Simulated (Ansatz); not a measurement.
System: LaCl, charge 0, multiplicity 1. 
Coordinates optimised at B3LYP-D3(BJ)/def2-TZVP (Ansatz, a program for electronic structure):
```xyz
2

La     0.0000     0.0000    -0.5861
Cl     0.0000     0.0000     1.9651
```

Total electronic energies in hartree. Correlated levels leave the core frozen unless marked. Spin-orbit coupling is left out. The frozen core is the preceding noble-gas configuration, with the filled d and f shells of earlier blocks. In def2 rows, elements after Kr have scalar-relativistic effective core potentials. Basis-set limits of correlation are two-point, X^-3; Hartree-Fock from the larger set.

The Hartree-Fock reference is unstable (checked in the largest basis), which strains HF and MP2. 

```json
[
 {"level": "HF/def2-TZVPP", "program": "Ansatz", "energy (Eh)": "-490.69843"},
 {"level": "HF/def2-QZVPPD", "program": "Ansatz", "energy (Eh)": "-490.71210"},
 {"level": "RI-HF/def2-TZVPPD", "program": "Ansatz", "energy (Eh)": "-490.69878"},
 {"level": "revPBE/def2-TZVPD", "program": "Ansatz", "energy (Eh)": "-491.76383"},
 {"level": "BHLYP-D3(BJ)/def2-TZVPD", "program": "Ansatz + dftd3", "energy (Eh)": "-491.73393"},
 {"level": "r2SCANh-D4/def2-TZVPD", "program": "Ansatz + dftd4", "energy (Eh)": "-491.76993"},
 {"level": "r2SCANh/def2-TZVPD", "program": "Ansatz", "energy (Eh)": "-491.76942"},
 {"level": "LC-wPBE-D4/def2-TZVPD", "program": "Ansatz + dftd4", "energy (Eh)": "-491.68865"},
 {"level": "wB97X/def2-TZVPD", "program": "Ansatz", "energy (Eh)": "-491.80066"},
 {"level": "MP2/def2-QZVPPD", "program": "Ansatz", "energy (Eh)": "-490.96830"},
 {"level": "MP2/CBS(def2-TZVPP,def2-QZVPP)", "program": "Ansatz", "energy (Eh)": "-490.9849"},
 {"level": "RI-MP2/def2-QZVPPD", "program": "Ansatz", "energy (Eh)": "-490.96818"},
 {"level": "CCSDT/def2-SVP", "program": "Ansatz", "energy (Eh)": "-490.73382"},
 {"level": "CCSD(T)/CBS(def2-TZVPP,def2-QZVPP)", "program": "Ansatz", "energy (Eh)": "-491.0205"},
 {"level": "CCSD(T)/CBS(def2-TZVPPD,def2-QZVPPD)", "program": "Ansatz", "energy (Eh)": "-491.0191"}
]
```

Totals of different functionals don't rank their quality; only differences between species are comparable.
